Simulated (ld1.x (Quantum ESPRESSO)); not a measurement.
# What one change does to a pseudopotential (Pb (Z = 82), TM)

- Element: lead
- Generator: ld1.x (Quantum ESPRESSO) 7.5
- Type: norm-conserving Troullier–Martins (Kleinman–Bylander form)
- Functional: PBEsol
- Relativity: scalar-relativistic
- Frozen core: [Xe] 4f14
- Valence charge: 14
- Reference configuration: 5d10 6s2 6p0.5 (charge +1.5)
- Partial waves: 6s (bound): rc 1.65 bohr; 6p (bound): rc 2.50 bohr; 5d (bound): rc 1.35 bohr
- Local potential: all-electron potential smoothed inside 2.30 bohr (lloc = -2)
- Core correction: a·sin(br)/r model core inside 1.35 bohr

Change: core correction none.

Cutoffs: the cutoffs (Ry, on a coarse ladder) from which the occupation-weighted sum of valence levels, in a spherical-Bessel basis at the reference potential, stays within 10 and 1 mRy of its value at 400 Ry; they do not see the model core or the augmentation charge, which bear on the density cutoff. Errors are all-electron minus pseudo energies relative to the spin-unpolarised reference configuration.

Task: Predict the effect on cutoff, ghosts and configuration errors.

Result: The potential gets neither clearly harder nor softer (80 Ry and 100 Ry → 80 Ry and 100 Ry); of the 7 tests that both files solve, the error grows in 2 and shrinks in 3 by more than 15 % and 0.3 meV (median size 5.7 → 5.9 meV); neither file shows a bound ghost.

| quantity | base | changed |
| --- | --- | --- |
| cutoff, loose | 80 Ry | 80 Ry |
| cutoff, tight | 100 Ry | 100 Ry |
| bound ghosts | none | none |
| error for 5d10 6s2 6p2, meV [ΔE -12.41 eV] | +5.7 | +7.3 |
| error for 5d10 6s2 6p1, meV [ΔE -5.81 eV] | +2.4 | +2.7 |
| error for 5d10 6s2 6p0, meV [ΔE 7.63 eV] | -4.8 | -4.0 |
| error for 5d10 6s1 6p3, meV [ΔE -3.64 eV] | -8.8 | -5.9 |
| error for 5d9 6s2 6p2, meV [ΔE 14.75 eV] | -200 | -172 |
| error for 5d10 6s1 6p0, meV [ΔE 40.11 eV] | -26 | -9.8 |
| error for 5d10 6s2 6p1.5, meV [ΔE -9.91 eV] | +4.1 | +5.1 |
| s: phases at 2.68 bohr within 0.05 rad from the reference energy up to (Ry; the scan ends near 5) | 0.9 | 0.9 |
| p: phases at 2.68 bohr within 0.05 rad from the reference energy up to (Ry; the scan ends near 5) | 1.6 | 1.6 |
| d: phases at 2.68 bohr within 0.05 rad from the reference energy up to (Ry; the scan ends near 5) | -0.2 | -0.2 |
